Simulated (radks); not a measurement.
Question: All-electron atom: the erbium ion Er24+ in [Kr] 4d8 (the NIST ground configuration). Method: non-relativistic Kohn-Sham, LB94 model potential, spin-polarised, spherical densities, point nucleus; open shells are filled with parallel spins first (spin-orbit coupling, left out, can overturn this in heavy ions); relativity is left out, which matters for an element this heavy; computed with a radial shooting solver on a logarithmic mesh with Libxc functionals. Some entries of the table are withheld. Estimate them.

orbital,occ.,eigenvalue (hartree),<r^2> (bohr^2),r(max) (bohr)
1s down,1,-1997.860,0.0006630,0.01478
1s up,1,-1997.857,0.0006630,0.01478
2s up,1,-346.4474,0.01047,0.08076
2s down,1,-346.4235,0.01046,0.08076
2p up,3,-332.1500,0.007759,0.06277
2p down,3,-332.1383,0.007758,0.06277
3s up,1,-99.35394,0.06605,0.2233
3s down,1,-99.35135,0.06607,0.2234
3p up,3,-92.86358,0.06141,0.2110
3p down,3,-92.85154,0.06144,0.2111
3d up,5,-80.75063,0.04838,0.1674
3d down,5,-80.71685,0.04841,0.1675
4s up,1,-39.19265,0.2924,0.4905
4s down,1,-39.09401,0.2923,0.4903
4p up,3,-36.49684,(1),0.4900
4p down,3,-36.39977,(2),0.4898
4d up,5,-31.65341,(3),0.4809
4d down,3,-31.56434,(4),0.4805

Answer: 
(1) 4p up <r^2> (bohr^2): 0.2971
(2) 4p down <r^2> (bohr^2): 0.2970
(3) 4d up <r^2> (bohr^2): 0.3009
(4) 4d down <r^2> (bohr^2): 0.3007
